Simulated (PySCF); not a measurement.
C4H10Ga, charge +1, singlet, at a GFN2-xTB geometry (such geometries of metal compounds can be far from the true shape); HF/3-21G in PySCF.

PySCF was given this input:
```python
from pyscf import gto, scf

mol = gto.M(
    atom='''
Ga   -0.061658    0.011760    0.136912
C     1.669096   -0.907510    0.976690
C     1.780746   -2.366401    0.565612
H     1.560439   -0.792323    2.061290
H     2.519395   -0.313570    0.622404
H     1.871940   -2.479102   -0.516185
H     0.929891   -2.953796    0.914620
H     2.679642   -2.788140    1.016819
C    -1.793986    0.945192   -0.683412
C    -1.455378    2.290662   -1.304090
H    -2.495245    1.042340    0.153361
H    -2.190648    0.238964   -1.421731
H    -0.744547    2.192486   -2.126532
H    -1.053814    2.988830   -0.567766
H    -2.368528    2.728093   -1.709349
''',
    basis='3-21g',
    charge=1,
    spin=0,
    verbose=4,
)

mf = scf.RHF(mol)
mf.level_shift = 0.3
mf.max_cycle = 100
mf.kernel()
```

### Question
Write the output that PySCF gives for this input, abridged.

### Answer

```
PySCF version 2.14.0

[INPUT] verbose = 4
[INPUT] num. atoms = 15
[INPUT] num. electrons = 64
[INPUT] charge = 1
[INPUT] spin (= nelec alpha-beta = 2S) = 0
[INPUT] symmetry False subgroup None
[INPUT] Mole.unit = angstrom
[INPUT] Symbol           X                Y                Z      unit          X                Y                Z       unit  Magmom
[...]
nuclear repulsion = 313.247948642075
number of shells = 50
number of NR pGTOs = 144
number of NR cGTOs = 78
basis = 3-21g
ecp = {}

******** <class 'pyscf.scf.hf.RHF'> ********
method = RHF
initial guess = minao
damping factor = 0
level_shift factor = 0.3
DIIS = <class 'pyscf.scf.diis.CDIIS'>
diis_start_cycle = 1
diis_space = 8
diis_damp = 0
SCF conv_tol = 1e-09
SCF conv_tol_grad = None
SCF max_cycles = 100
direct_scf = True
direct_scf_tol = 1e-13
Set gradient conv threshold to 3.16228e-05
Initial guess from minao.
init E= -2068.7374618047
[...]
cycle= 1 E= -2069.92957388739  delta_E= -1.19  |g|= 0.465  |ddm|=  3.1
[...]
cycle= 2 E= -2070.0153379453  delta_E= -0.0858  |g|= 0.165  |ddm|= 0.637
[...]
cycle= 3 E= -2070.02754215583  delta_E= -0.0122  |g|= 0.063  |ddm|= 0.241
[...]
cycle= 4 E= -2070.03046307034  delta_E= -0.00292  |g|= 0.0248  |ddm|= 0.132
[...]
cycle= 5 E= -2070.03104572704  delta_E= -0.000583  |g|= 0.00891  |ddm|= 0.0679
[...]
cycle= 6 E= -2070.03112836568  delta_E= -8.26e-05  |g|= 0.00352  |ddm|= 0.0247
[...]
cycle= 7 E= -2070.03114187729  delta_E= -1.35e-05  |g|= 0.00145  |ddm|= 0.00976
[...]
cycle= 8 E= -2070.03114422713  delta_E= -2.35e-06  |g|= 0.000568  |ddm|= 0.00405
[...]
cycle= 9 E= -2070.03114460968  delta_E= -3.83e-07  |g|= 0.00023  |ddm|= 0.00162
[...]
cycle= 10 E= -2070.03114467592  delta_E= -6.62e-08  |g|= 9.51e-05  |ddm|= 0.00068
[...]
cycle= 11 E= -2070.03114468804  delta_E= -1.21e-08  |g|= 4.12e-05  |ddm|= 0.00027
[...]
cycle= 12 E= -2070.03114469065  delta_E= -2.61e-09  |g|= 1.85e-05  |ddm|= 0.000115
[...]
cycle= 13 E= -2070.0311446912  delta_E= -5.48e-10  |g|= 8.87e-06  |ddm|= 4.96e-05
[...]
Extra cycle  E= -2070.03114469133  delta_E= -1.35e-10  |g|= 4.46e-06  |ddm|= 2.29e-05
converged SCF energy = -2070.03114469133
```
